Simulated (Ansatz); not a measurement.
# Ligand exchange: C2H7Al + C2H4S → C2H7AlS + C2H4

Gas-phase species: C2H7Al `C[CH2][AlH2]`, singlet; C2H4S `C=CS`, singlet; C2H7AlS `C[CH2][AlH][SH]`, singlet; C2H4 (ethylene) `C=C`, singlet. The partners trade H for SH: Al–H and C–SH bonds give way to Al–SH and C–H.

Shapes, held fixed at every level: PBE0-D4/def2-TZVP. Flexible molecules stand in one conformer, not always the lowest. Programs: Ansatz 0.2.0. Electronic energies: no zero-point or thermal term.

Q: Estimate ΔE of this reaction.

A: The highest level, CCSD(T)/CBS estimate, gives ΔE = -171.3 kJ/mol; the levels span -171.3 to -159.0. The column of differences is taken from that level and isn't an error. No measured value is set beside it here. The CBS estimate extrapolates MP2 from def2-TZVPP and def2-QZVPP and adds CCSD(T) − MP2 in the triple-zeta set, cores frozen. Times are processor times on shared x86 and Arm servers, and rough.

```tsv
level	kind	ΔE (kJ/mol)	less CCSD(T)/CBS estimate	CPU time (sum over the molecules)
PBE-D4/def2-TZVPP	GGA	-159.0	+12.3	23 s
B3LYP-D4/def2-TZVPP	global hybrid	-163.6	+7.7	37 s
PBE0-D4/def2-TZVPP	global hybrid	-164.4	+6.9	25 s
wB97X-V/def2-TZVPP	range-separated hybrid	-164.3	+7.0	64 s
B2PLYP/def2-TZVPP	double hybrid	-166.4	+4.9	42 s
CCSD/def2-TZVPP	coupled cluster or CI	-170.9	+0.4	–
CCSD(T)/CBS estimate	coupled cluster or CI	-171.3	0.0	–
```
